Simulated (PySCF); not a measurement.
# Working out the ionisation energy of Ga

Ga [Ar] 3d10 4s2 4p1 (2P) → Ga⁺ [Ar] 3d10 4s2 (1S). Computed with PySCF 2.14 in x2c-QZVPPall (11s7p5d4f1g, 94 functions), with the spin-free X2C one-electron Hamiltonian (Gaussian nucleus). Frozen: [Ar] 3d10. Energies in hartree (1 hartree = 27.21139 eV):

```
            part    Ga (lower)   Ga⁺ (upper)
             UHF  -1942.230655  -1942.027457
CCSD correlation     -0.047466     -0.037109
             (T)     -0.000938      0.000000
```

**Question.** What does Hartree-Fock give?

**Answer.** (-1942.027457) − (-1942.230655) = 0.203198 hartree = 5.529 eV.

**Question.** What do CCSD and CCSD(T) give?

**Answer.** The CCSD correlation energies differ by 0.010357 hartree = 0.282 eV and the triples by 0.000938 hartree = 0.026 eV, so CCSD gives 5.811 eV and CCSD(T) 5.837 eV.

Measured between the centres of the two terms (NIST): 5.931 eV, so CCSD(T) (valence) is off by -0.094 eV.

What remains against the reference includes basis incompleteness, the frozen core and higher excitations.
